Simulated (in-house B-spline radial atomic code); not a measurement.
**Pt3+: 1s1 2s2 2p6 3s2 3p6 3d10 4s2 4p6 4d10 4f14 5s2 5p6 5d8 (with a hole in an inner shell)**

All numbers are computed (Dirac-Kohn-Sham PBE, spherical fractional occupations; Fermi nucleus of rms radius 5.427 fm) with a B-spline radial code for spherical atoms, not measured.

Z_r = [3n² - l(l+1)]/(2<r>); Z_e = n√(-2ε); the last column is Slater's effective charge. Values are occupation-weighted means over j. An effective charge above Z reflects the relativistic contraction of the inner shells.

```json
{"shell": "1s", "electrons": "1", "ε (eV)": "-79486", "<r> (bohr)": "0.01707", "Z_r": "87.86", "Z_e": "76.43", "Slater": "78.00"}
{"shell": "2s", "electrons": "2", "ε (eV)": "-14115", "<r> (bohr)": "0.07097", "Z_r": "84.54", "Z_e": "64.42", "Slater": "74.70"}
{"shell": "2p", "electrons": "6", "ε (eV)": "-12425", "<r> (bohr)": "0.0638", "Z_r": "78.36", "Z_e": "60.44", "Slater": "74.70"}
{"shell": "3s", "electrons": "2", "ε (eV)": "-3361.4", "<r> (bohr)": "0.1843", "Z_r": "73.26", "Z_e": "47.15", "Slater": "67.75"}
{"shell": "3p", "electrons": "6", "ε (eV)": "-2854.5", "<r> (bohr)": "0.1842", "Z_r": "67.85", "Z_e": "43.45", "Slater": "67.75"}
{"shell": "3d", "electrons": "10", "ε (eV)": "-2238.3", "<r> (bohr)": "0.1676", "Z_r": "62.64", "Z_e": "38.48", "Slater": "57.85"}
{"shell": "4s", "electrons": "2", "ε (eV)": "-757.19", "<r> (bohr)": "0.4089", "Z_r": "58.69", "Z_e": "29.84", "Slater": "51.25"}
{"shell": "4p", "electrons": "6", "ε (eV)": "-586.96", "<r> (bohr)": "0.4325", "Z_r": "53.18", "Z_e": "26.27", "Slater": "51.25"}
{"shell": "4d", "electrons": "10", "ε (eV)": "-362.15", "<r> (bohr)": "0.4584", "Z_r": "45.82", "Z_e": "20.64", "Slater": "39.85"}
{"shell": "5s", "electrons": "2", "ε (eV)": "-142.81", "<r> (bohr)": "0.9298", "Z_r": "40.33", "Z_e": "16.20", "Slater": "21.35"}
{"shell": "4f", "electrons": "14", "ε (eV)": "-117.73", "<r> (bohr)": "0.4984", "Z_r": "36.12", "Z_e": "11.77", "Slater": "28.45"}
{"shell": "5p", "electrons": "6", "ε (eV)": "-96.496", "<r> (bohr)": "1.06", "Z_r": "34.43", "Z_e": "13.32", "Slater": "21.35"}
{"shell": "5d", "electrons": "8", "ε (eV)": "-40.654", "<r> (bohr)": "1.435", "Z_r": "24.05", "Z_e": "8.64", "Slater": "8.55"}
```

The least bound orbital is 5d5/2 at -39.91 eV, and it is also the most diffuse (<r> = 1.452 bohr). The part-filled 1s shell lies below the filled 5p shell in orbital energy.

Spin-orbit splittings of the orbital energies (j = l + 1/2 above j = l - 1/2 when positive): 2p 1803 eV, 3p 397.6 eV, 3d 87.1 eV, 4p 95.31 eV, 4d 18.1 eV, 4f 3.824 eV, 5p 16.44 eV, 5d 1.853 eV.

For the 1s electron the small component carries 8.81 % of the norm, the zero-frequency Breit interaction raises the level by 200.7 eV, self-energy by 186.3 eV, and vacuum polarisation lowers it by 37.44 eV.
